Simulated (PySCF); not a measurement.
Job for PySCF: R-B3LYP/LANL2DZ on Sb2, 2S+1 = 1, a spin state set in the input, which need not be the lowest, a point of a bond scan (R = 2.410 Å).

```python
from pyscf import gto, scf, dft, mp
from pyscf.data.elements import chemcore

mol = gto.M(
    atom='''
    Sb    0.00000000    0.00000000    0.00000000
    Sb    0.00000000    0.00000000    2.41015000
    ''',
    basis='lanl2dz',
    ecp={'Sb': 'lanl2dz'},
    charge=0, spin=0, verbose=3, max_memory=1800)
mf = dft.RKS(mol, xc='b3lyp')
mf.conv_tol = 1e-8
mf.max_cycle = 100
mf.kernel()
if not mf.converged:
    mf = mf.newton().run(mf.mo_coeff, mf.mo_occ)
```

Give the final energy of this run.

-10.8051 hartree.
